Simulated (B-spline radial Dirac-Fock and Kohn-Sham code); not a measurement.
Method: Dirac-Fock densities. Computed with a radial B-spline solver.

**Question.** This computed X-ray form factor belongs to an atom or ion in its tabulated ground configuration. Which?

```csv
sin θ/λ (Å⁻¹),f₀
0.13,23.889
0.32,23.339
1.64,12.860
2.07,9.878
2.61,7.436
3.28,5.842
4.14,4.745
5.22,3.659
6.58,2.544
```

**Answer.** Eu³⁹⁺, with 24 electrons in [Ar] 3d6. f₀ tends to the number of electrons as s goes to zero, which the first rows give only roughly, and the rate of fall reflects the nuclear charge, 63.

**Question.** This computed X-ray form factor belongs to an atom or ion in its tabulated ground configuration. Which?

```
sin θ/λ (Å⁻¹)      f₀
         0.05  67.706
          0.1  66.841
         0.15  65.452
          0.3  58.956
          0.4  53.642
          1.2  24.200
          1.4  20.667
            2  14.951
            6   4.316
```

**Answer.** Hg¹²⁺, with 68 electrons in [Xe] 4f14. f₀ tends to the number of electrons as s goes to zero, which the first rows give only roughly, and the rate of fall reflects the nuclear charge, 80.
